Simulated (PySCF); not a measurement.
Species: C3H11PSSi2.
Atom-mapped SMILES: `[CH2:1]=[C:2]([SiH2:3][SiH2:4][PH2:5])[S:6][CH3:7]` (hydrogens: H8, H9 on C1; H10, H11 on Si3; H12, H13 on Si4; H14, H15 on P5; H16, H17, H18 on C7)

Cartesian coordinates in Å at the GFN2-xTB level; atoms count from 1:
```
atom  x, y, z in Å
C1    -1.6654    1.2597    0.3727
C2    -1.0335    0.0987    0.4870
Si3    0.6930   -0.1121    1.2335
Si4    2.1631   -0.6475   -0.4869
P5     4.2523   -0.1627    0.1759
S6    -1.6769   -1.4382   -0.0909
C7    -3.2104   -0.9892   -0.9579
H8    -1.2049    2.1582    0.7462
H9    -2.6390    1.3818   -0.0721
H10    0.5930   -1.1639    2.2551
H11    0.9808    1.1471    1.9334
H12    1.9926    0.1464   -1.7133
H13    2.0795   -2.0512   -0.9195
H14    4.8727   -0.9798   -0.7453
H15    4.2993   -1.1359    1.1546
H16   -3.5884   -1.9105   -1.3889
H17   -3.9298   -0.5856   -0.2515
H18   -2.9868   -0.2738   -1.7438
```

Level of theory: TDDFT CAM-B3LYP/def2-SVPD, vertical, gas phase, core orbitals frozen in the response in PySCF.

Ground-to-excited transition dipoles (e·a0, same axes as the geometry; the sign carries no meaning), for the states with f of 0.002 or more among the lowest 7:

```
state  E (eV)      μx      μy      μz
   S1   5.360   0.134  -0.006  -0.018
   S2   5.478   0.078  -0.981  -0.089
   S3   5.789   0.225  -0.417  -0.139
   S4   6.170  -0.644  -0.221  -0.212
   S5   6.205  -0.319  -0.090   0.036
   S6   6.423  -0.100  -0.070  -0.056
   S7   6.520  -0.219   0.280  -0.166
```

(1) Work out the oscillator strengths.

(2) What angle do the transition dipoles of S2 and S7 make?

(3) How is the summed strength of these states shared among x, y and z?

(4) What peak molar absorption coefficient would the strongest computed level give as a lone Gaussian band 0.4 eV wide at half height?

Answers

(1) f = (2/3) ΔE |μ|² with ΔE in hartree (27.2114 eV).

| state | \|μ\|² (au) | \|μ\| (D) | f |
| --- | --- | --- | --- |
| S1 | 0.018 | 0.34 | 0.002 |
| S2 | 0.976 | 2.51 | 0.131 |
| S3 | 0.244 | 1.26 | 0.035 |
| S4 | 0.509 | 1.81 | 0.077 |
| S5 | 0.111 | 0.85 | 0.017 |
| S6 | 0.018 | 0.34 | 0.003 |
| S7 | 0.154 | 1.00 | 0.025 |

(2) |cos θ| = |μa·μb| / (|μa| |μb|) = 0.71, so θ ≈ 45° (taken between 0 and 90°, since the signs are arbitrary).

(3) (2/3) Σ ΔE μα² gives 0.098 for x, 0.176 for y and 0.016 for z, 0.289 in all.

(4) ε(max) = 2.175×10⁸ f / FWHM, with the width in cm⁻¹. S2: 2.175×10⁸ × 0.1310 / 3226 ≈ 8800 L mol⁻¹ cm⁻¹.

Time: 2.1 min; peak memory 1.1 GiB. Hardware: an Arm Neoverse N1 with one thread, shared host with 64 logical CPUs at a one-minute load of 56.

One conformer stands for the species.
